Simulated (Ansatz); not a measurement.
CH₃O (SMILES C=[OH+]), charge +1, singlet, geometry from GFN2-xTB; BLYP/cc-pVTZ (Ansatz, a first-principles code).

Here is a job for Ansatz.
Ansatz 0.2 input:
```yaml
crystal:
  periodic: [false, false, false]
  atoms:
    - {symbol: C, position_ang: [-0.58152487, 0.19211987, 0.00229310]}
    - {symbol: O, position_ang: [0.54730089, -0.27552580, 0.00069148]}
    - {symbol: H, position_ang: [-1.41942885, -0.51991072, 0.03534883]}
    - {symbol: H, position_ang: [-0.82073869, 1.26382584, -0.02663036]}
    - {symbol: H, position_ang: [1.35090961, 0.30757208, -0.02800891]}
basis:
  gaussian:
    orbitals: cc-pVTZ
hamiltonian:
  xc: blyp
total_charge: 1
accuracy: high
```

The log (banner, timings and long lists left out):

```
Functional definition: BLYP
1760 factors; integrals over basis functions are off by at most 3.5e-9 eV
mean field evaluation 1: about -3110.3476 eV, gradient 9.3e1 eV
mean field evaluation 2: about -3068.0704 eV, gradient 1.6e2 eV
mean field evaluation 4: about -3123.4569 eV, gradient 1.5e1 eV
mean field evaluation 8: about -3123.9175 eV, gradient 3.8e-2 eV
mean field evaluation 16: about -3123.9175 eV, gradient 3.1e-7 eV
mean field -3123.91751622 eV, -114.8018512538 hartree, gradient 4.3e-8 eV, S^2 0.000000; 0 other end points of the search recorded, 0 dependent functions left out
reference -3123.91755482 eV, -114.8018526724 hartree; 8, 8 occupied and 94, 94 virtual orbitals, 1760 factors
Total energy: -3123.91755482 eV, -114.8018526724 hartree
```
